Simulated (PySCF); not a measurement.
## TiH₃: breathing scan

All numbers come from UPBE0 in PySCF with Ti def2-TZVP, H def2-TZVP; no relativity; density-fitted integrals.

Rigid scan from the doublet minimum (Ti–H 1.730 Å (×3); H–Ti–H 118.3° (×3)). Coordinate: all bonds to the central atom scaled together. Energies in kJ/mol from the minimum.

Problem. Predict the curve at 0.88, 0.92, 0.96, 1.00, 1.04, 1.08, 1.14, 1.22, 1.35.

Solution. 
```tsv
scale of all bonds to the centre	E (kJ/mol)	dipole size (D)	⟨S²⟩
0.88	84.8	1.09	0.76
0.92	34.7	1.16	0.76
0.96	8.0	1.22	0.76
1.00	0.0	1.28	0.76
1.04	6.9	1.33	0.77
1.08	25.4	1.37	0.78
1.14	69.3	1.43	0.80
1.22	146.5	1.50	0.87
1.35	286.5	1.56	1.22
```

Spin contamination is strong at 1.35, so these points are less reliable.

With open d or f shells other occupations or spin states may lie lower.

The scan took 19 s on 2 threads of a shared AMD EPYC 7R43 64-Core (Zen 3) host; the process peaked at 0.73 GiB.
